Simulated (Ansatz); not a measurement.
Start from `[NH2][SnH2][Br]` and change one atom or group to get `[BH2][SnH2][NH2]`.

Ansatz, PBE0-D4/def2-TZVP geometries, multiplicity 1. Each molecule was computed in one conformer, which needn't be the lowest.

Elements past krypton have def2 core potentials. Scalar relativity is left out up to krypton. Spin–orbit coupling is left out; it splits and shifts lone-pair levels of the heavy atoms by tenths of an eV.

```json
{"property": "ideal-gas entropy at 298 K and 1 bar (rigid rotor, harmonic PBE0-D4/def2-TZVP) / J/(mol·K)", "`[NH2][SnH2][Br]`": "342"}
{"property": "HOMO–LUMO gap (ωB97M-V/def2-TZVPP) / eV", "`[NH2][SnH2][Br]`": "11.01"}
{"property": "size of the dipole moment (PBE/def2-TZVPP) / D", "`[NH2][SnH2][Br]`": "3.33"}
{"property": "HOMO energy (PBE/def2-TZVPP) / eV", "`[NH2][SnH2][Br]`": "-6.20"}
{"property": "LUMO energy (PBE/def2-TZVPP) / eV", "`[NH2][SnH2][Br]`": "-1.62"}
{"property": "HOMO energy (ωB97M-V/def2-TZVPP) / eV", "`[NH2][SnH2][Br]`": "-9.94"}
```

(1) Give the same properties after the change, and the shifts. (Estimate.)

Answers

(1) Computed: 
| property | `[BH2][SnH2][NH2]` | shift |
| --- | --- | --- |
| ideal-gas entropy at 298 K and 1 bar (rigid rotor, harmonic PBE0-D4/def2-TZVP) / J/(mol·K) | 335 | -7 |
| HOMO–LUMO gap (ωB97M-V/def2-TZVPP) / eV | 8.73 | -2.28 |
| size of the dipole moment (PBE/def2-TZVPP) / D | 0.89 | -2.44 |
| HOMO energy (PBE/def2-TZVPP) / eV | -5.63 | 0.57 |
| LUMO energy (PBE/def2-TZVPP) / eV | -3.55 | -1.93 |
| HOMO energy (ωB97M-V/def2-TZVPP) / eV | -9.33 | 0.61 |

With PBE0 the HOMO rises by 0.60 eV and the LUMO falls by 1.83 eV, so the gap narrows by about 2.43 eV. PBE moves the HOMO by 0.57 eV and ωB97M-V by 0.61 eV. The zero-point energy changes by 49.2 kJ/mol with +6 modes. Dipoles are sizes alone; their direction can turn.
